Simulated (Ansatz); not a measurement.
Relaxation of C₃H₈FNSi (14 atoms, charge 0, multiplicity 1), to a largest force component of 0.02 eV/Å in at most 50 steps.

Level of theory: Ansatz 0.2.0, RHF/6-31G.

```xyz
14
Properties=species:S:1:pos:R:3:forces:R:3
C -1.486 -0.381 -1.618 -2.87 3.87 -0.77
C -0.506 0.350 -0.747 0.79 1.03 -0.26
Si -0.186 -0.511 0.878 -3.38 -1.46 -3.06
F 0.644 -1.911 0.620 0.93 -1.73 -0.70
C 1.786 0.677 1.423 -2.47 0.46 -1.34
N 0.585 0.316 2.078 3.80 1.40 6.21
H -2.479 -0.405 -1.124 0.64 -0.19 -0.43
H -1.637 0.248 -2.563 0.20 -1.34 1.25
H -1.214 -1.332 -1.858 0.87 -2.51 -0.74
H -0.840 1.375 -0.513 0.11 -0.63 -0.18
H 0.427 0.438 -1.284 0.09 0.18 -0.15
H 1.718 1.465 0.697 0.05 0.60 0.62
H 2.431 -0.075 1.137 1.79 -1.38 0.07
H 0.743 -0.282 2.904 -0.55 1.70 -0.51
```

Q: Where does it end, and by what steps?

A: The run converged. The force dipped under the threshold on the way, but the program's further checks kept it going. Limits of this set-up: no polarisation functions. After 28 steps the energy has fallen by 4.075 eV; H12 moved furthest, 2.14 Å.

| step | energy less start (eV) | largest force component (eV/Å) | accepted |
| --- | --- | --- | --- |
| 0 | 0.0000 | 6.213 | yes |
| 1 | -1.1126 | 3.360 | yes |
| 2 | -1.4901 | 1.937 | yes |
| 3 | -1.9760 | 1.918 | yes |
| 4 | -2.5099 | 1.535 | yes |
| 5 | -2.8589 | 1.098 | yes |
| 6 | -3.1600 | 0.947 | yes |
| 7 | -3.3765 | 0.604 | yes |
| 8 | -3.5458 | 1.082 | yes |
| 9 | -3.6960 | 0.950 | yes |
| 10 | -3.7980 | 0.548 | yes |
| 11 | -3.8605 | 0.615 | yes |
| 12 | -3.8940 | 0.616 | yes |
| 13 | -3.9270 | 0.834 | yes |
| 14 | -3.9690 | 0.583 | yes |
| 15 | -3.9907 | 0.725 | yes |
| 16 | -4.0255 | 0.609 | yes |
| 17 | -4.0460 | 0.406 | yes |
| 18 | -3.8607 | 1.847 | no |
| 19 | -4.0690 | 0.101 | yes |
| 20 | -4.0665 | 0.159 | no |
| 21 | -4.0718 | 0.024 | yes |
| 22 | -4.0736 | 0.033 | yes |
| 23 | -4.0727 | 0.234 | no |
| 24 | -4.0747 | 0.019 | yes |
| 25 | -4.0752 | 0.026 | yes |
| 26 | -4.0753 | 0.024 | yes |
| 27 | -4.0754 | 0.023 | yes |
| 28 | -4.0754 | 0.010 | yes |

```xyz
14
Properties=species:S:1:pos:R:3
C -1.698 -0.263 -1.719
C -0.842 0.338 -0.591
Si -0.405 -0.988 0.782
F 0.994 -1.661 -0.015
C 2.165 0.237 1.591
N 0.907 0.294 1.720
H -2.621 -0.687 -1.336
H -1.966 0.485 -2.459
H -1.162 -1.053 -2.234
H -1.383 1.160 -0.121
H 0.075 0.750 -1.004
H 2.573 -0.483 0.912
H 2.826 0.881 2.142
H 0.522 0.962 2.360
```

Whether the end is a true minimum wasn't checked by a vibrational analysis.

The run took 68 s on 1 thread of Arm Neoverse V2, with other jobs on the host, peak memory 0.16 GiB.
